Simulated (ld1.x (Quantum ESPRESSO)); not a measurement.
**What one change does to a pseudopotential (iridium, ultrasoft)**

ld1.x (Quantum ESPRESSO) 7.5 input, shortened:

```
&input
   title='Ir', zed=77., rel=1, dft='PBESOL', iswitch=3,
   config='[Xe] 4f14 5d7 6s1.75 6p0.25'
 /
 &inputp
   pseudotype=3, tm=.true., lloc=-1, rcloc=1.90,
   nlcc=.true., rcore=1.55
 /
6
6S  1  0   1.75   0.00  2.05  2.50  0.0
6S  1  0   0.00   0.30  2.05  2.50  0.0
6P  2  1   0.25   0.00  2.50  3.20  0.0
6P  2  1   0.00   1.00  2.50  3.20  0.0
5D  3  2   7.00   0.00  1.45  1.75  0.0
5D  3  2   0.00   0.85  1.45  1.75  0.0
 &test
   configts(1)='5d7 6s1.75 6p0.25'
 /
```

Change: waves 5d (bound): rcut 1.28, rcutus 1.36 bohr; 5d channel at 0.85 Ry: rcut 1.28, rcutus 1.36 bohr.

Cutoffs: the cutoffs (Ry, on a coarse ladder) from which the occupation-weighted sum of valence levels, in a spherical-Bessel basis at the reference potential, stays within 10 and 1 mRy of its value at 400 Ry; they do not see the model core or the augmentation charge, which bear on the density cutoff. Errors are all-electron minus pseudo energies relative to the spin-unpolarised reference configuration.

What does the change do?

The potential gets harder (35 Ry and 55 Ry → 50 Ry and 90 Ry); both files keep a bound ghost (s); the errors of the 7 common tests hardly move. A smaller radius makes the pseudo-wave follow the all-electron one further in, where it bends more sharply, so more plane waves are needed.

| quantity | base | changed |
| --- | --- | --- |
| cutoff, loose | 35 Ry | 50 Ry |
| cutoff, tight | 55 Ry | 90 Ry |
| loose cutoff by channel (10 mRy a level) | s 6 Ry, p 6 Ry, d 30 Ry | s 6 Ry, p 6 Ry, d 40 Ry |
| bound ghosts | s | s |
| error for 5d7 6s2 6p0, meV [ΔE -1.31 eV] | +0.2 | +0.2 |
| error for 5d7 6s1 6p0, meV [ΔE 8.62 eV] | -8.8 | -8.8 |
| error for 5d7 6s0 6p0, meV [ΔE 26.11 eV] | -41 | -41 |
| error for 5d8 6s1 6p0, meV [ΔE -1.63 eV] | -44 | -44 |
| error for 5d7.5 6s1.5 6p0, meV [ΔE -1.59 eV] | -13 | -13 |
| error for 5d7 6s1 6p1, meV [ΔE 4.08 eV] | -2.3 | -2.3 |
| error for 5d6 6s2 6p1, meV [ΔE 5.89 eV] | -66 | -66 |
| s: phases at 3.49 bohr within 0.05 rad from the reference energy up to (Ry; the scan ends near 5) | to the end of the scan | to the end of the scan |
| p: phases at 3.49 bohr within 0.05 rad from the reference energy up to (Ry; the scan ends near 5) | 1.7 | 1.7 |
| d: phases at 3.49 bohr within 0.05 rad from the reference energy up to (Ry; the scan ends near 5) | to the end of the scan | to the end of the scan |
| lowest overlap eigenvalue by channel | s 0.26, p 0.36, d 0.96 | s 0.26, p 0.36, d 0.82 |

 A true bound ghost makes a file unfit for plane-wave use even where its test errors are small: the radial tests pick states by their node count and pass the ghost by.
